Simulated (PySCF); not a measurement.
# How the method moves the HOMO and LUMO of `C=C([SiH3])C(Cl)=C=O`

C₄H₅ClOSi.
Cartesian coordinates in Å at the PBE0-D3(BJ)/def2-SVP level; atoms count from 1:
```
atom  x, y, z in Å
C1     0.4969   -1.8287    0.0589
C2     0.7487   -0.5061    0.0841
Si3   -0.6749    0.7002   -0.1966
C4     2.0869    0.0160    0.3282
Cl5    3.4484   -1.0394    0.6185
C6     2.4033    1.3104    0.3464
O7     2.6849    2.4342    0.3665
H8     1.2884   -2.5676    0.2206
H9    -0.5117   -2.2054   -0.1226
H10   -0.8343    1.5982    0.9881
H11   -1.9191   -0.0898   -0.4154
H12   -0.3971    1.5640   -1.3850
```

Basis pcSseg-1 throughout (PySCF), one geometry. Isolated species at its PBE0-D3(BJ)/def2-SVP geometry (one conformer only).

Problem. How do the orbital energies, the gap and the dipole change with the method?

Solution. 
```json
{"method": "BLYP", "kind": "GGA", "HOMO (eV)": "-5.37", "LUMO (eV)": "-3.18", "gap (eV)": "2.18", "μ (D)": "0.94", "SCF cycles": "17"}
{"method": "PBE", "kind": "GGA", "HOMO (eV)": "-5.53", "LUMO (eV)": "-3.37", "gap (eV)": "2.17", "μ (D)": "0.93", "SCF cycles": "17"}
{"method": "KT3", "kind": "GGA", "HOMO (eV)": "-5.54", "LUMO (eV)": "-3.30", "gap (eV)": "2.24", "μ (D)": "1.00", "SCF cycles": "17"}
{"method": "KT2", "kind": "GGA", "HOMO (eV)": "-5.57", "LUMO (eV)": "-3.37", "gap (eV)": "2.20", "μ (D)": "1.05", "SCF cycles": "17"}
{"method": "BHandHLYP", "kind": "global hybrid", "HOMO (eV)": "-7.54", "LUMO (eV)": "-1.01", "gap (eV)": "6.53", "μ (D)": "1.41", "SCF cycles": "14"}
{"method": "wB97X-D", "kind": "range-separated hybrid", "HOMO (eV)": "-8.37", "LUMO (eV)": "-0.46", "gap (eV)": "7.91", "μ (D)": "1.29", "SCF cycles": "15"}
{"method": "LC-wPBE", "kind": "range-separated hybrid", "HOMO (eV)": "-9.07", "LUMO (eV)": "0.17", "gap (eV)": "9.25", "μ (D)": "1.27", "SCF cycles": "15"}
```

The HOMO spans 3.71 eV, from BLYP down to LC-wPBE, and the gap runs from 2.17 eV (PBE) to 9.25 eV (LC-wPBE). The dipole ranges from 0.93 D (PBE) to 1.41 D (BHandHLYP). This basis has no diffuse functions.
